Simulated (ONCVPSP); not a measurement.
## B (Z = 5), ONCV: configuration errors across variants

```
Element                 : B
Generator               : ONCVPSP 4.0.1
Type                    : optimised norm-conserving Vanderbilt (ONCV)
Functional              : LDA (Perdew-Zunger)
Relativity              : scalar-relativistic
Frozen core             : [He]
Valence charge          : 3
Reference configuration : 2s2 2p1
Partial waves           : 2s: rc 1.25 bohr, ncon 4, nbas 8, qcut 4.8 1/bohr, 2 projectors, debl 2.1 Ha; 2p: rc 2.05 bohr, ncon 5, nbas 9, qcut 3.9 1/bohr, 1 projector
Local potential         : polynomial inside 1.05 bohr (lpopt 5, dvloc0 0 Ha)
Core correction         : polynomial model core, fcfact 0.75
```

All-electron excitation energies from the reference (eV): (1) 2s2 2p0 8.327; (2) 2s1 2p0 33.631; (3) 2s2 2p0.5 2.943; (4) 2s1 2p2 5.686.

1 further variants failed, have other tests or too few solved ones, and are left out.

Errors AE − PS in meV (a dash: test not solved or not reliable):

```csv
change,(1),(2),(3),(4),bound ghosts,GHOST(+) flags above zero
base,+30,+108,+3.9,+0.1,none,none
core correction none,+36,+169,+4.6,+0.8,none,none
p: rc 2.46,+53,+173,+7.2,-5.0,none,none
s: rc 1.52,+32,+104,+4.2,0.0,none,none
"core correction polynomial model core, fcfact 0.3",+30,+109,+3.9,+0.1,none,none
```

(1) Give the same row for: s: qcut 3.6; p: qcut 2.9.

Results:

(1) +42, +140, +5.6, -1.9; bound ghosts: none; GHOST(+) flags above zero: none.
